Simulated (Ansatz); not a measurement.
One change: `[SiH3]C(Cl)[TeH]` becomes `[SiH3]C(Cl)I`.

Ansatz, PBE0-D4/def2-TZVP geometries, multiplicity 1. 

Elements past krypton have def2 core potentials.

| property | `[SiH3]C(Cl)[TeH]` |
| --- | --- |
| HOMO–LUMO gap (ωB97M-V/def2-TZVPP) / eV | 9.15 |
| HOMO–LUMO gap (PBE/def2-TZVPP) / eV | 3.36 |
| HOMO energy (PBE/def2-TZVPP) / eV | -5.50 |
| HOMO energy (B3LYP/def2-TZVPP) / eV | -6.32 |
| size of the dipole moment (ωB97M-V/def2-TZVPP) / D | 1.28 |
| HOMO energy (PBE0/def2-TZVPP) / eV | -6.54 |

Task: What does the change do to each property? (Best estimate.)

Result: The calculation gave: 
| property | `[SiH3]C(Cl)I` | shift |
| --- | --- | --- |
| HOMO–LUMO gap (ωB97M-V/def2-TZVPP) / eV | 10.04 | 0.89 |
| HOMO–LUMO gap (PBE/def2-TZVPP) / eV | 3.88 | 0.52 |
| HOMO energy (PBE/def2-TZVPP) / eV | -6.39 | -0.89 |
| HOMO energy (B3LYP/def2-TZVPP) / eV | -7.31 | -0.99 |
| size of the dipole moment (ωB97M-V/def2-TZVPP) / D | 1.28 | 0.00 |
| HOMO energy (PBE0/def2-TZVPP) / eV | -7.55 | -1.01 |

With PBE0 the HOMO falls by 1.01 eV and the LUMO falls by 0.29 eV, so the gap widens by about 0.72 eV. PBE moves the HOMO by -0.89 eV and ωB97M-V by -1.06 eV. Dipoles are sizes alone; their direction can turn.

B3LYP here is the variant with VWN-RPA as its local correlation; programs differ in this.

Spin–orbit coupling is left out; it splits and shifts lone-pair levels of the heavy atoms by tenths of an eV.
